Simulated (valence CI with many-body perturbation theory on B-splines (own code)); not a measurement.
Valence orbitals of W⁶¹⁺

Computed by relativistic CI+MBPT: three valence electrons over a frozen Dirac-Fock core [Ne], radial functions for each j: 11 s, 11 p, 10 d, 8 f, 5 g, 2 h, with the one-electron correlation potential Σ1 (screened to all orders), the two-electron term Σ2, the three-electron term Σ3, Breit, model QED; selected single and double excitations, second order for the rest, scaled by the run's own slope (own B-spline code, finite nucleus).

The last digits are not significant, and no measured levels were compared; by estimate large intervals hold to a few tenths of a per cent, small ones and those within an open d or f shell to about a per cent.

These are the spectroscopic orbitals of the CI (the correlating ones are not listed), shaped by the core and the other valence electrons. h is the expectation value of the core's Dirac-Fock operator, without the valence repulsion; Σ1 is computed up to l = 3 at one energy for each symmetry, that of its lowest orbital but kept below the first core excitation, so for empty shells it is not the orbital's own correlation shift; Breit and QED include the response of the core, and the two lowest orbitals of each symmetry also the frequency dependence of Breit exchange, which makes a step in that column.

| Orbital | h (hartree) | Σ1 (cm⁻¹) | Breit (cm⁻¹) | QED (cm⁻¹) | ⟨r⟩ (bohr) |
| --- | --- | --- | --- | --- | --- |
| 3s1/2 | -262.43 | -7475 | 48115 | 40614 | 0.1839 |
| 4s1/2 | -142.68 | -2541 | 18734 | 16380 | 0.3399 |
| 5s1/2 | -89.421 | -1171 | 8959 | 8045 | 0.5454 |
| 6s1/2 | -61.224 | -641 | 5019 | 4541 | 0.7988 |
| 7s1/2 | -44.521 | -390 | 3092 | 2810 | 1.101 |
| 8s1/2 | -33.822 | -256 | 2040 | 1859 | 1.450 |
| 3p1/2 | -256.53 | -9804 | 80980 | 2644 | 0.1727 |
| 4p1/2 | -140.23 | -3265 | 31578 | 1083 | 0.3311 |
| 5p1/2 | -88.194 | -1512 | 15293 | 543 | 0.5382 |
| 6p1/2 | -60.524 | -830 | 8608 | 309 | 0.7935 |
| 7p1/2 | -44.086 | -506 | 5319 | 193 | 1.097 |
| 8p1/2 | -33.533 | -332 | 3516 | 128 | 1.449 |
| 3p3/2 | -242.65 | -8230 | 44090 | 6000 | 0.1839 |
| 4p3/2 | -134.55 | -2868 | 17317 | 2446 | 0.3461 |
| 5p3/2 | -85.34 | -1354 | 9347 | 1226 | 0.5569 |
| 6p3/2 | -58.894 | -751 | 5294 | 700 | 0.8161 |
| 7p3/2 | -43.069 | -461 | 3286 | 437 | 1.124 |
| 8p3/2 | -32.857 | -304 | 2181 | 291 | 1.479 |
| 3d3/2 | -235.7 | -10329 | 36988 | -1048 | 0.1570 |
| 4d3/2 | -131.9 | -2941 | 13459 | -322 | 0.3218 |
| 5d3/2 | -84.039 | -1319 | 6414 | -142 | 0.5349 |
| 6d3/2 | -58.158 | -718 | 3581 | -76.0 | 0.7962 |
| 7d3/2 | -42.613 | -437 | 2206 | -45.5 | 1.106 |
| 3d5/2 | -232.5 | -8992 | 17774 | 698 | 0.1604 |
| 4d5/2 | -130.52 | -2547 | 6363 | 391 | 0.3261 |
| 5d5/2 | -83.33 | -1145 | 3122 | 217 | 0.5401 |
| 6d5/2 | -57.748 | -624 | 1748 | 130 | 0.8023 |
| 7d5/2 | -42.354 | -381 | 1080 | 83.7 | 1.113 |
| 4f5/2 | -129.11 | -2575 | 1424 | -222 | 0.2832 |
| 5f5/2 | -82.634 | -1248 | 971 | -117 | 0.4986 |
| 6f5/2 | -57.353 | -702 | 602 | -68.4 | 0.7622 |
| 7f5/2 | -42.108 | -435 | 400 | -43.2 | 1.074 |
| 4f7/2 | -128.52 | -2422 | 429 | 112 | 0.2853 |
| 5f7/2 | -82.327 | -1167 | 290 | 54.4 | 0.5010 |
| 6f7/2 | -57.174 | -655 | 173 | 31.0 | 0.7650 |
| 7f7/2 | -41.996 | -405 | 115 | 19.4 | 1.077 |
| 5g7/2 | -82.213 |  | 34.7 | -55.8 | 0.4394 |
| 6g7/2 | -57.104 |  | 34.2 | -32.9 | 0.7038 |
| 7g7/2 | -41.95 |  | 26.6 | -21.0 | 1.017 |
| 5g9/2 | -82.033 |  | 7.3 | 42.2 | 0.4410 |
| 6g9/2 | -57 |  | 7.2 | 24.1 | 0.7056 |
| 7g9/2 | -41.884 |  | 5.4 | 15.0 | 1.019 |
| 6h9/2 | -56.989 |  |  |  | 0.6260 |
| 6h11/2 | -56.92 |  |  |  | 0.6272 |

Among the shells of the start configuration 3s2 3p1, Σ1 is largest in size for 3p1/2, where it is 0.017 % of h.

Lowest root of each symmetry, sizes in configuration state functions:

```
   J  Parity  Roots  Reference  Variational  Second order  Change by selected CI (cm⁻¹)  Change by second order (cm⁻¹)
 1/2    even     17         93        10559          8048                         -5328                              0
 3/2    even     23        147        16449         19433                         -3074                             -1
 5/2    even     21        153        18115         23631                         -4198                             -1
 7/2    even     12        114        16997         24144                         -5661                             -1
 9/2    even      8         72        13335         20169                         -5514                             -2
11/2    even      2         28         7409         18871                        -11094                             -3
 1/2     odd     17         90        10422         10916                         -5183                              0
 3/2     odd     25        146        17076         18851                         -4731                              0
 5/2     odd     20        147        17855         23040                         -4882                             -1
 7/2     odd     14        115        16264         21452                         -5388                             -1
 9/2     odd      7         66        12189         18891                         -3034                             -1
11/2     odd      3         31         9083         17253                         -7339                             -2
```
